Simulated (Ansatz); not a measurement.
The cluster In4Sb3⁺. The state is a triplet with charge 1. Geometry PBE-D4/def2-SVP; atoms count from 1.

Cartesian coordinates in Å:
```
In -1.2084 0.0269 2.4617
In -1.1022 2.8847 0.0679
In 0.7841 1.4863 -2.7333
In 0.2148 -2.7051 1.6313
Sb 1.3162 0.4946 0.5137
Sb 1.2296 -1.7408 -1.2160
Sb -1.2341 -0.4466 -0.7252
```

In the def2 sets In, Sb take a core potential; there is no spin–orbit coupling. At PBE0-D4/def2-TZVP a singlet of charge 1 lies 1.01 eV below the triplet, each at its own geometry. The structure comes from a short search, and lower isomers may exist.

(1) Estimate the Mulliken populations from the PBE0/def2-TZVP orbitals of Ansatz.

(2) Where does the spin sit?

(3) And the Mayer bond orders between bonded heavy atoms (over 0.3)?

Answers

(1) 
| atom | charge (e) | spin (α − β) |
| --- | --- | --- |
| In1 | 0.18 | 0.57 |
| In2 | 0.28 | 0.40 |
| In3 | 0.33 | 0.24 |
| In4 | 0.33 | 0.23 |
| Sb5 | -0.08 | 0.02 |
| Sb6 | 0.04 | 0.52 |
| Sb7 | -0.08 | 0.03 |
Mulliken values and Mayer orders depend strongly on the basis.

(2) Summed by element: In 1.44, Sb 0.56, of 2 unpaired in all. Largest on single atoms: In1 0.57, Sb6 0.52, In2 0.40.

(3) In1–In4 0.37 (3.19 Å); In1–Sb5 0.41 (3.22 Å); In1–Sb7 0.41 (3.22 Å); In4–Sb6 0.38 (3.17 Å); Sb5–Sb6 1.03 (2.83 Å); Sb5–Sb7 0.82 (2.99 Å); Sb6–Sb7 1.04 (2.83 Å).
